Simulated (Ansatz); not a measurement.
A CCSD(T) single point on `[F][In@H-]1[Cl+][In@@H-]([F])[Cl+]1`.

```yaml
crystal:
  periodic: [false, false, false]
  atoms:
    - {symbol: F, position_ang: [2.457488, -1.574551, 0.048101]}
    - {symbol: In, position_ang: [1.798913, 0.238346, 0.142559]}
    - {symbol: Cl, position_ang: [0.107511, 0.287888, -1.724380]}
    - {symbol: In, position_ang: [-1.815448, -0.032267, -0.127908]}
    - {symbol: F, position_ang: [-2.177003, -1.921555, -0.298543]}
    - {symbol: Cl, position_ang: [-0.132214, 0.020078, 1.746318]}
    - {symbol: H, position_ang: [2.629666, 1.696851, 0.312946]}
    - {symbol: H, position_ang: [-2.868923, 1.285220, -0.099093]}
basis:
  gaussian: {orbitals: def2-TZVPP}
correlation: {method: ccsd_t}
output: {orbitals: {seedname: orbitals}}
```

```sh
$ ansatz run in.yaml --threads 2 --pin off --events-out ev --progress --plain --max-ram 22528MiB --backend cuda --devices 0, --max-vram 18GiB
```

Log, shortened:

```
Functional definition: HF
2028 factors; integrals over basis functions are off by at most 7.3e-4 eV
mean field evaluation 1: about -40751.4308 eV, gradient 5.0e1 eV
mean field evaluation 2: about -40751.4932 eV, gradient 5.0e1 eV
mean field evaluation 4: about -40756.3550 eV, gradient 2.8e0 eV
mean field evaluation 8: about -40756.4132 eV, gradient 2.6e-1 eV
mean field -40756.41348181 eV, -1497.7705697671 hartree, gradient 5.4e-6 eV, S^2 0.000000; 0 other end points of the search recorded, 0 dependent functions left out
20 core orbitals not correlated: weight in the atoms' cores, before any rotation towards them, 1.000 or more for the frozen orbitals, at most 0.000 for the correlated occupied ones
reference -40756.41348181 eV, -1497.7705697671 hartree; 28, 28 occupied and 226, 226 virtual orbitals, 2028 factors
second order -39.64202134 eV of doubles, -0.00000000 eV of singles
cycle   1  -39.17661061 eV  change    4.7e-1 eV  update   1.5e-1
cycle   2  -40.05265901 eV  change   -8.8e-1 eV  update   4.9e-2
cycle   3  -40.27295813 eV  change   -2.2e-1 eV  update   2.9e-2
cycle   4  -40.26132046 eV  change    1.2e-2 eV  update   7.9e-3
cycle   5  -40.24806862 eV  change    1.3e-2 eV  update   3.0e-3
cycle   6  -40.24872759 eV  change   -6.6e-4 eV  update   9.3e-4
cycle   7  -40.24907191 eV  change   -3.4e-4 eV  update   3.6e-4
cycle   8  -40.24885185 eV  change    2.2e-4 eV  update   1.2e-4
cycle   9  -40.24884052 eV  change    1.1e-5 eV  update   4.5e-5
perturbative correction -1.36186032 eV, -0.0500474436 hartree
Total energy: -40798.02418264 eV, -1499.2997348181 hartree
```

Run time 5.5 s (2 threads of an AMD EPYC 7R13 on a shared host and a share of an NVIDIA H100 80 GB); peak host memory 0.88 GiB.

The correlation energy is -41.611 eV, 3.3 % of it from (T); the T1 diagnostic reads 0.0148.
